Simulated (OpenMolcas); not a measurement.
Cr⁺: effect of the level shift or regulariser

```yaml
Program: OpenMolcas 26.06
Basis: ANO-RCC-VQZP [7s6p4d3f2g1h]
Scalar_Hamiltonian: DKH2, point nucleus
Active_space: 5 electrons in 5 orbitals (3d)
State_averaging: 2S+1 = 6 even, 1 root; 2S+1 = 4 even, 24 roots; 2S+1 = 2 even, 75 roots (53 in the spin-orbit step)
Spin-orbit_coupling: state interaction with AMFI integrals over the reference wave functions, term energies averaged over their components
```

Methods on the same reference wave functions:
A. CASSCF
B. MS-CASPT2, IPEA 0.25 Eh, imaginary shift 0.1 Eh (closed shells correlated: 3s 3p)
C. MS-CASPT2, IPEA 0.25 Eh, imaginary shift 0.3 Eh (closed shells correlated: 3s 3p)

Energies in eV above 3d⁵ ⁶S_5/2, the measured ground level; measured values from NIST Handbook of Basic Atomic Spectroscopic Data.

```
        Level       A       B       C  Measured
   3d⁵ ⁶S_5/2  0.0000  0.0000  0.0000    0.0000
   3d⁵ ⁴G_5/2  3.2398   2.557   2.561    2.5432
   3d⁵ ⁴G_7/2  3.2407   2.559   2.562    2.5439
  3d⁵ ⁴G_11/2  3.2409   2.559   2.562    2.5432
   3d⁵ ⁴G_9/2  3.2412   2.559   2.562    2.5441
   3d⁵ ⁴P_5/2  3.7195   2.772   2.787    2.7056
   3d⁵ ⁴P_3/2  3.7218   2.774   2.790    2.7058
   3d⁵ ⁴P_1/2  3.7245   2.777   2.792    2.7058
   3d⁵ ⁴D_7/2  4.0310   3.095   3.118          
   3d⁵ ⁴D_1/2  4.0337   3.098   3.121          
   3d⁵ ⁴D_3/2  4.0360   3.100   3.123          
   3d⁵ ⁴D_5/2  4.0367   3.100   3.124          
  3d⁵ ²I_11/2  4.5978   3.751   3.752          
  3d⁵ ²I_13/2  4.5999   3.753   3.755          
   3d⁵ ²D_5/2  5.1795   3.968   3.978          
   3d⁵ ²D_3/2  5.2083   3.994   4.005          
3d⁵ ²F_7/2(1)  5.2988   4.096   4.102          
3d⁵ ²F_5/2(1)  5.3329   4.130   4.137          
   3d⁵ ⁴F_9/2  5.4180   4.250   4.261          
   3d⁵ ⁴F_7/2  5.4196   4.251   4.262          
   3d⁵ ⁴F_5/2  5.4229   4.254   4.265          
   3d⁵ ⁴F_3/2  5.4255   4.257   4.268          
   3d⁵ ²H_9/2  5.6277   4.507   4.513          
  3d⁵ ²H_11/2  5.6355   4.517   4.523
```

Deviations, from unrounded energies. A percentage is the sum of absolute deviations over the sum of measured energies, with the sign that they share, or ± where signs differ.

| Against measurement | Levels | A | B | C |
| --- | --- | --- | --- | --- |
| mean absolute deviation (cm-1) | 7 | 6700 | 310 | 370 |
| other terms of the ground configuration (%) | 7 | +31.9 | +1.5 | +1.8 |

B lies closest to measurement on these levels and A furthest from it. The largest miss of B in the table is 3d⁵ ⁴P_1/2, by +570 cm-1. The ranking rests on the paired levels alone, and a cruder setting can come out closer through cancelling errors.

Between B and C the level of the table that moves most is 3d⁵ ⁴D_7/2, by 190 cm-1 (lowest in B, highest in C). Moves below CASPT2's spread within the term are not significant.

The mean deviations of B to C differ by less than CASPT2's widest spread within a term (1100 cm-1), so their order carries little weight.

From A to B the spin-free energies of the other terms of 3d⁵ shown, above ⁶S, scale by factors of 0.75 to 0.82, as is usual when dynamic correlation screens the repulsion within a d or f shell.

The lowest spin-free term lies below A's lowest term by 0.502 hartree in B, 0.502 hartree in C.

Term energies are means over components that CASPT2 splits; among the terms shown or strongly mixed into the levels shown the widest spread is 1100 cm-1 (3d⁵ ²I, B). Some high roots are left out of the spin-orbit mixing, which shifts the levels that they would mix with. Without dynamic correlation excited terms often stand tens of per cent too high (terms of higher spin than the ground term too low), and those without a measured partner can miss by more than the paired ones (holds for A). Computed and measured levels are paired by configuration, term and J; levels that our copy of the source lacks, or whose pairing is in doubt (as where it misses far off the trend of its configuration), stay unpaired and out of the deviations. Levels of configurations outside the active space are missing. The table leaves out levels that lie high or whose names do not pair safely across all columns.

A number in round brackets counts repeated terms of one configuration in the order of the reference energies.
